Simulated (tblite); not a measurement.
A tight-binding relaxation on `F[C@H]1C=C(C(Cl)(Cl)Br)C1`.

Computed with GFN2-xTB geometry optimisation, gas phase (tblite 0.8.0). Start geometry: from a force field or distance geometry. The command runs a driver script over a list of jobs; the input below is this job's line of settings and its coordinates in Å.

Command:
```bash
OMP_NUM_THREADS=1 python probes_run.py task.json out
```

Input:
```
{"job": {"kind": "relax", "xc": "GFN2-xTB", "basis": "xTB"}, "charge": 0, "multiplicity": 1}
F     -2.057900    -1.460400    -0.620400
C     -1.605300    -0.456800     0.204500
C     -0.290900    -0.863500     0.769400
C      0.351200     0.041200     0.064400
C      1.805100     0.419900    -0.041800
Cl     2.045200     2.103100     0.410000
Cl     2.245600     0.199800    -1.751600
Br     2.821900    -0.828800     0.998900
C     -0.845400     0.558800    -0.577900
H     -2.347400    -0.074400     0.940900
H     -0.032900    -1.642200     1.497900
H     -1.179300     1.575200    -0.241400
H     -0.914100     0.428700    -1.670600
```

Output:
```
step      E/eV     max force
  0    -832.41972    3.404
  1    -832.59091    1.968
  2    -832.65700    0.750
  3    -832.70502    0.686
  4    -832.75182    0.446
  5    -832.76573    0.282
  6    -832.77599    0.263
  7    -832.78189    0.219
  8    -832.78559    0.158
  9    -832.78766    0.122
... (22 lines left out)
 32    -832.80744    0.036
 33    -832.80761    0.038
 34    -832.80776    0.037
 35    -832.80792    0.035
 36    -832.80812    0.044
 37    -832.80833    0.048
 38    -832.80846    0.035
 39    -832.80851    0.015
 40    -832.80853    0.012
 41    -832.80855    0.010
```

«max force» is the largest atomic force in eV/Å.

Question: From which step on does the largest force stay under 0.1 eV/Å, and how much energy is left to gain from there?

Answer: From step 19 (0.093 eV/Å), 9.1 meV above the end.

Summary of the converged run: energy lowered by 9.0 kcal/mol over 41 steps; largest atomic force 0.010 eV/Å at the end.

Question: Where do the atoms end?

Answer: 0.133 Å rms from the input after alignment:
```
atom  x, y, z in Å
F1    -2.3413   -1.3854   -0.4980
C2    -1.6276   -0.4778    0.2313
C3    -0.2844   -0.9467    0.7363
C4     0.3770   -0.0105    0.0531
C5     1.7850    0.4037   -0.0541
Cl6    1.9586    2.1072    0.4640
Cl7    2.3378    0.2661   -1.7466
Br8    2.9221   -0.7197    1.0841
C9    -0.8501    0.5693   -0.6086
H10   -2.3028   -0.0699    0.9882
H11   -0.0006   -1.7404    1.4003
H12   -1.0647    1.6123   -0.3881
H13   -0.9134    0.3923   -1.6797
```

The run took 0.33 s of wall time on Arm Neoverse V2, one thread, no GPU, on a shared host.
Labels such as C1 count atoms from 1, the log's own numbers from 0.
